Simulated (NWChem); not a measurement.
C$_{4}$H$_{7}$F; SMILES C[C@H]1C[C@@H]1F

Program: NWChem. Pople sets run with spherical d functions. All runs use the structure optimised with B3LYP/6-31G* (spherical d). Level: B3LYP/6-31G* with SMD (1 M gas to 1 M solution), gas-phase geometry.

**Question.** Predict the results for solvent water. Quantities: solvation free energy (kcal/mol); cavity-dispersion-structure term (kcal/mol); dipole in solution (D).

**Answer.** 
```yaml
solvation free energy (kcal/mol): -0.2
cavity-dispersion-structure term (kcal/mol): 3.0
dipole in solution (D): 2.02
```
